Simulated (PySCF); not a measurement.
**A search over the determinants of BeP**

Unrestricted PBE0; PySCF, spin-free X2C with a Gaussian nucleus, basis sets Be x2c-TZVPPall, P x2c-TZVPPall. Outer shells of the fragments: Be 2s2; P 3s2 3p3.

Followed along the bond (rough minima from three points):

```csv
2Ms+1,unpaired,⟨S²⟩ at the start,R at minimum (Å),Te (eV)
4,"σ ↑, π ↑↑",3.76,2.07,0.00
2,"σ ↓, π ↑↑",1.76,2.07,0.12
2,π ↑,0.84,1.91,0.30
2,"σ ↑, π ↑↓",1.76,2.07,0.36
2,σ ↑,0.75,2.07,1.44
```

Solutions found at the starting distance of 2.025 Å, counted from the lowest of them; the search is not exhaustive and high or unbound solutions are not listed, so other states can lie among these:

```tsv
2Ms+1	unpaired	term	E (eV)	⟨S²⟩	⟨Lz²⟩	μ (D)
4	σ ↑, π ↑↑	⁴Σ⁻	0.00	3.76	0.00	-0.17
2	σ ↓, π ↑↑	mixed	0.12	1.76	0.00	-0.20
2	σ ↑, π ↑↓	mixed	0.36	1.76	2.03	-0.13
2	π ↑	²Π	0.39	0.84	1.01	-3.68
2	σ ↑	mixed	1.44	0.75	2.01	0.09
4	σ ↑↑, π ↑	⁴Π	1.72	3.76	1.02	0.15
4	π ↑↑↑	⁴Π	2.66	3.79	1.00	-1.89
2	π ↑	²Π	4.63	0.76	1.01	6.43
```

A term symbol is given only where ⟨S²⟩ and ⟨Lz²⟩ are close to those of a pure state; real π, δ and φ orbitals otherwise mix terms. A positive dipole means Be(−)P(+).
